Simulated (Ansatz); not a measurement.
Compare A (`N[SiH2]N[SiH2]O`) with its isomer B (`N[SiH2]O[SiH2]N`).

Isolated molecules relaxed with PBE0-D4/def2-TZVP in Ansatz; ΔE leaves out vibrations. CCSD(T)/CBS is the MP2 limit (def2-TZVPP, def2-QZVPP) plus CCSD(T) − MP2 in def2-TZVPP, frozen cores. DFT in def2-TZVPP. B3LYP here is the variant with VWN-RPA as its local correlation; programs differ in this. Each species was taken in one conformer, which may not be the lowest.

Task: Which is lower in electronic energy at CCSD(T)/CBS, and by how much? (An estimate is asked.)

Result: Computed: B, by 51.7 kJ/mol.

Task: Give E(B) − E(A) in kJ/mol with B3LYP-D4, CCSD(T)/def2-TZVPP, MP2/def2-TZVPP, HF/def2-TZVPP, B3LYP, PBE-D4, CCSD/def2-TZVPP. (An estimate is asked.)

Result: The calculation gave: B3LYP-D4 -54.8, CCSD(T)/def2-TZVPP -51.8, MP2/def2-TZVPP -51.4, HF/def2-TZVPP -66.2, B3LYP -57.6, PBE-D4 -46.2, CCSD/def2-TZVPP -54.0. None reverses the order clearly.

Largest T1 diagnostic: 0.011.

In def2-TZVPP, CCSD(T) changes the Hartree–Fock value by +14.4 kJ/mol (the triples alone add +2.2 kJ/mol) and MP2 by +14.8 kJ/mol.
